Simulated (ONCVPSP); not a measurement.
# Varying the ONCV potential for Ce

Base potential:

* Element: Ce
* Generator: ONCVPSP 4.0.1
* Type: optimised norm-conserving Vanderbilt (ONCV)
* Functional: PBEsol
* Relativity: scalar-relativistic
* Frozen core: [Kr] 4d10 4f1
* Valence charge: 11
* Reference configuration: 5s2 5p6 5d1 6s2
* Partial waves: 5s+6s: rc 2.45 bohr, ncon 4, nbas 7, qcut 5.6 1/bohr, 2 projectors; 5p: rc 1.75 bohr, ncon 5, nbas 8, qcut 3.7 1/bohr, 1 projector; 5d: rc 2.30 bohr, ncon 5, nbas 8, qcut 3.9 1/bohr, 2 projectors, debl 1.6 Ha
* Local potential: polynomial inside 1.55 bohr (lpopt 3, dvloc0 6 Ha)
* Core correction: Teter function, fcfact 3, rcfact 1.55

All-electron outer shells of the reference configuration (PBEsol, scalar-relativistic, ld1.x):

| shell | level (eV) | outermost node (bohr) | outermost maximum (bohr) |
| --- | --- | --- | --- |
| 5s | -40.61 | 0.75 | 1.37 |
| 5p | -23.22 | 0.81 | 1.55 |
| 4f | -5.42 | – | 0.71 |
| 6s | -3.77 | 1.82 | 3.72 |
| 5d | -3.07 | 0.92 | 2.18 |

Cutoffs, loose and tight: the cutoffs (Ha) at which the residual kinetic energy of the hardest occupied pseudo-wave falls to 1 and 0.1 mHa per electron. They do not see the model core or the augmentation charge, which bear on the density cutoff. Test errors are all-electron minus pseudo excitation energies from the reference, over the configurations 5s2 5p6 5d1 6s1; 5s2 5p6 5d1 6s0; 5s2 5p6 5d0 6s0; 5s2 5p6 5d1 6s0 6p2. A dash means not determined; rows that change the core or the reference have their own tests.

```json
{"change": "base", "outcome": "generated", "cutoff, loose": "49 Ha", "cutoff, tight": "61 Ha", "bound ghosts": "none", "GHOST(+) flags above zero": "s", "largest test error (meV)": "-35"}
{"change": "p: qcut 2.1", "outcome": "generated", "cutoff, loose": "48 Ha", "cutoff, tight": "61 Ha", "bound ghosts": "none", "GHOST(+) flags above zero": "s", "largest test error (meV)": "-35"}
{"change": "p: qcut 2.7", "outcome": "generated", "cutoff, loose": "50 Ha", "cutoff, tight": "61 Ha", "bound ghosts": "none", "GHOST(+) flags above zero": "s", "largest test error (meV)": "-35"}
{"change": "p: qcut 2.9", "outcome": "generated", "cutoff, loose": "50 Ha", "cutoff, tight": "61 Ha", "bound ghosts": "none", "GHOST(+) flags above zero": "s", "largest test error (meV)": "-35"}
{"change": "p: qcut 3.2", "outcome": "generated", "cutoff, loose": "50 Ha", "cutoff, tight": "61 Ha", "bound ghosts": "none", "GHOST(+) flags above zero": "s", "largest test error (meV)": "-35"}
{"change": "p: qcut 4.9", "outcome": "generated", "cutoff, loose": "24 Ha", "cutoff, tight": "53 Ha", "bound ghosts": "none", "GHOST(+) flags above zero": "s", "largest test error (meV)": "-35"}
{"change": "p: qcut 5.5", "outcome": "generated", "cutoff, loose": "15 Ha", "cutoff, tight": "41 Ha", "bound ghosts": "none", "GHOST(+) flags above zero": "s", "largest test error (meV)": "-35"}
```

Problem. What comes out with this change to the base: p: qcut 4.4?

Solution. outcome: generated; cutoff, loose: 42 Ha; cutoff, tight: 58 Ha; bound ghosts: none; GHOST(+) flags above zero: s; largest test error (meV): -35.

Problem. What comes out with this change to the base: p: qcut 4?

Solution. outcome: generated; cutoff, loose: 47 Ha; cutoff, tight: 60 Ha; bound ghosts: none; GHOST(+) flags above zero: s; largest test error (meV): -35.

Problem. What comes out with this change to the base: p: qcut 5.2?

Solution. outcome: generated; cutoff, loose: 17 Ha; cutoff, tight: 49 Ha; bound ghosts: none; GHOST(+) flags above zero: s; largest test error (meV): -35.

Reading the sweep of the qcut of the p channel (base included, trends over the rows without a ghost): The loose cutoff falls from 48 Ha at 2.1 to 15 Ha at 5.5 1/bohr. The median size of the test errors (rows with all tests solved) stays near 18.3 meV.
